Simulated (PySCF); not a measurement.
Computed Raman spectrum (relative Raman activity) of a molecule C4H5NSi. The structure is a stationary point at PBE0-D3(BJ)/def2-SVP. Other conformers were not sampled. Method: PBE0-D3(BJ)/def2-SVP (PySCF 2.14.0). Frequencies are harmonic and unscaled.

Lines under 2 % of the strongest are left out, and lines within 2 cm⁻¹ are merged.

```
ν (cm⁻¹)  relative intensity
--------  ------------------
92                       8.2
134                      2.7
149                      4.8
193                      2.1
244                      5.2
398                      2.1
407                      3.5
431                      2.3
592                      3.8
736                      2.4
839                      3.4
881                      4.7
916                      4.4
1542                     3.1
2162                     100
2172                      87
2265                      95
3474                      53
3607                      82
3708                      49
```

Task: Which structure fits?
A) C=C=C([SiH3])C#N
B) N#CCC#C[SiH3]
C) C#C[SiH](N)C#C
D) C#CC1=N[SiH2]C1

Result: C, C#C[SiH](N)C#C
